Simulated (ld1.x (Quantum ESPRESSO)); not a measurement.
Varying the TM potential for niobium

Base potential:

Nb (Z = 41), norm-conserving Troullier–Martins (Kleinman–Bylander form), made with ld1.x (Quantum ESPRESSO) 7.5 (PBE, scalar-relativistic). Core [Ar] 3d10 4s2, reference 4p6 4d4.5 5s0.5 5p0. Waves: 5s (bound): rc 2.90 bohr; 4p (bound): rc 1.45 bohr; 4d (bound): rc 1.85 bohr. Local part: all-electron potential smoothed inside 2.30 bohr (lloc = -1). Core correction: a·sin(br)/r model core inside 0.85 bohr.

All-electron outer shells of the reference configuration (PBE, scalar-relativistic, ld1.x):

```
shell  level (eV)  outermost node (bohr)  outermost maximum (bohr)
   3d     -195.25                      –                      0.33
   4s      -57.41                   0.53                      1.04
   4p      -33.59                   0.54                      1.12
   5s       -3.70                   1.41                      3.12
   4d       -2.41                   0.55                      1.51
   5p       -0.98                   1.64                      4.42
```

Cutoffs, loose and tight: the cutoffs (Ry, on a coarse ladder) from which the occupation-weighted sum of valence levels, in a spherical-Bessel basis at the reference potential, stays within 10 and 1 mRy of its value at 400 Ry. They do not see the model core or the augmentation charge, which bear on the density cutoff. Test errors are all-electron minus pseudo excitation energies from the reference, over the configurations 4p6 4d4 5s1 5p0; 4p6 4d4 5s0 5p0; 4p6 4d3 5s0 5p0; 4p6 4d3 5s1 5p0; 4p6 4d3 5s1 5p1; 4p6 4d5 5s0 5p0; 4p6 4d3 5s2 5p0. A dash means not determined; rows that change the core or the reference have their own tests. The largest error is taken over the tests solved by every variant that gives reliable tests at all: 4p6 4d3 5s0 5p0; 4p6 4d3 5s2 5p0; 4p6 4d4 5s0 5p0; 4p6 4d4 5s1 5p0; 4p6 4d5 5s0 5p0.

A true bound ghost makes a file unfit for plane-wave use even where its test errors are small: the radial tests pick states by their node count and pass the ghost by. Where a test does run into it, the solver fails or the error is huge.

```csv
change,outcome,"cutoff, loose","cutoff, tight",bound ghosts,largest test error (meV)
base,generated,55 Ry,100 Ry,s,-78
wave 4p (bound): rc 1.45 bohr becomes 4p (bound): rc 1.16 bohr,generated,80 Ry,120 Ry,s,-78
wave 4p (bound): rc 1.45 bohr becomes 4p (bound): rc 1.46 bohr,generated,50 Ry,100 Ry,s,-78
wave 4p (bound): rc 1.45 bohr becomes 4p (bound): rc 1.80 bohr,generated,40 Ry,50 Ry,s,-77
wave 4p (bound): rc 1.45 bohr becomes 4p (bound): rc 1.94 bohr,generated,35 Ry,45 Ry,s,-77
wave 4p (bound): rc 1.45 bohr becomes 4p (bound): rc 2.12 bohr,generated,35 Ry,45 Ry,s,-76
```

(1) What comes out with this change to the base: wave 4p (bound): rc 1.45 bohr becomes 4p (bound): rc 1.32 bohr?

(2) What comes out with this change to the base: wave 4p (bound): rc 1.45 bohr becomes 4p (bound): rc 1.70 bohr?

(3) What comes out with this change to the base: wave 4p (bound): rc 1.45 bohr becomes 4p (bound): rc 0.90 bohr?

Results:

(1) outcome: generated; cutoff, loose: 60 Ry; cutoff, tight: 110 Ry; bound ghosts: s; largest test error (meV): -78.

(2) outcome: generated; cutoff, loose: 40 Ry; cutoff, tight: 70 Ry; bound ghosts: s; largest test error (meV): -78.

(3) outcome: generated; cutoff, loose: 180 Ry; cutoff, tight: over 300 Ry; bound ghosts: s; largest test error (meV): -78.

Reading the sweep of the p radius (base included, trends over the rows without a ghost): Bound ghosts are found at 0.9, 1.16, 1.32, 1.45, 1.46, 1.7, 1.8, 1.94, 2.12 bohr. Every judged row has one, so this setting neither creates nor removes them.
